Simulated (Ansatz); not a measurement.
ClH3OSiZn, SMILES [O]([Zn][Cl])[SiH3].

The structure is a stationary point at B3LYP-D3(BJ)/def2-SVP. The structure was generated by enumeration; whether it is a known compound was not checked. One conformer was computed; it need not be the lowest.

Two levels are set side by side: PBE/def2-SVPD (Ansatz, an electronic-structure program) and PBE0/def2-SVPD (Ansatz). Energy differences of separate SCF runs at the same geometry; the states with an electron removed or added have multiplicity 2 and 2. Differences are taken from unrounded values.

```
quantity                            PBE0   PBE  PBE minus PBE0
---------------------------------  -----  ----  --------------
vertical ionisation energy (eV)    10.51  9.98           -0.53
vertical singlet–triplet gap (eV)   5.31  4.66           -0.65
```
